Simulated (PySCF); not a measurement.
## C6H10O2Si: full NMR table

- Formula: C6H10O2Si
- SMILES: CC#C[Si](O)(O)C1CC1
- InChI: InChI=1S/C6H10O2Si/c1-2-5-9(7,8)6-3-4-6/h6-8H,3-4H2,1H3
- Point group of the computed structure: C1
- Degrees of unsaturation: 3
- Carbon signals: 5
- Proton signals: 5

Bonds (- single, = double, # triple, : aromatic): C1-C2, C2#C3, C3-Si4, Si4-O5, Si4-O6, Si4-C7, C7-C8, C8-C9, C9-C7. C1 carries H10, H11, H12; O5 carries H13; O6 carries H14; C7 carries H15; C8 carries H16, H17; C9 carries H18, H19. H17, H19 are cis to Si4 on the ring; H16, H18 are trans to Si4 on the ring.

- geometry from GFN2-xTB
- shielding tensors at PBE0/pcSseg-1 (GIAO)
- program: PySCF 2.14.0 with density-fitted response routines
- isolated molecule, non-relativistic Hamiltonian, rapidly exchanging positions averaged, a single conformation

Referencing at the same level of theory: $^{1}$H (31.72 ppm) and $^{13}$C (186.93 ppm) and $^{29}$Si (349.16 ppm) vs TMS; $^{17}$O (336.08 ppm) vs H2O.

| carbon | δC, type | δH (multiplicity) | HMBC from (2–3 bonds) | span of the C tensor (ppm) |
| --- | --- | --- | --- | --- |
| C1 | 5.5, CH3 | 2.01 (s) | – | 25 |
| C2 | 106.5, C | – | H10/H11/H12 | 281 |
| C3 | 87.7, C | – | H10/H11/H12, H15 | 262 |
| C7 | 1.2, CH | -0.08 (m) | H16/H18, H17/H19 | 74 |
| C8/C9 | 2.9, CH2 | H16 0.55 (m); H17 0.14 (m) | H16/H18, H17/H19, H15 | 59 |

Other nuclei:
| atoms | nucleus | environment | δ (ppm) | σ (ppm) |
| --- | --- | --- | --- | --- |
| H13/H14 | $^{1}$H | hydrogen on an oxygen bonded to Si | 1.59 | 30.13 |
| Si4 | $^{29}$Si | silicon bonded to 2 C, 2 O | -41.1 | 390.2 |
| O5/O6 | $^{17}$O | oxygen bonded to Si, H | 46.4 | 289.6 |

- Carbon types of the structure: 2 × C, 1 × CH, 2 × CH2, 1 × CH3, leaving 2 H on heteroatoms.
- δC 106.5, 87.7: alkyne carbon.
- δC 5.5: propargylic methyl carbon; aliphatic region, no heteroatom directly attached.
- δC 2.9, 1.2: three-membered-ring carbon; carbons of three-membered rings are unusually shielded.
- δH 1.59: hydrogen on an oxygen bonded to Si; exchangeable; this is the value without hydrogen bonding to other molecules.
- δH 0.55, 0.14, -0.08: hydrogen on a three-membered-ring carbon; cyclopropane-type protons are shielded by the ring.

Exchangeable OH/NH protons stand at their gas-phase positions; hydrogen bonding in a real sample shifts them, mostly to higher δ. Shifts are as computed. Against solution values, carbons near 30 ppm lie about +3 ppm off and those near 130 ppm about +5 ppm. Of 1211 compounds with measured shifts, 218 miss one by over three times the rms of a fit or turn the order of signals round; such compounds aren't used in these exercises. Experimental scales use liquid or dissolved standards, which lie at an offset from isolated H2O (liquid H2O: subtract about 36 ppm). No couplings were computed; multiplicities are counted from neighbouring protons, with m where these are inequivalent, close in shift, in a saturated or five-membered ring or joined by F or P, and br s for small geminal =CH2 splittings.
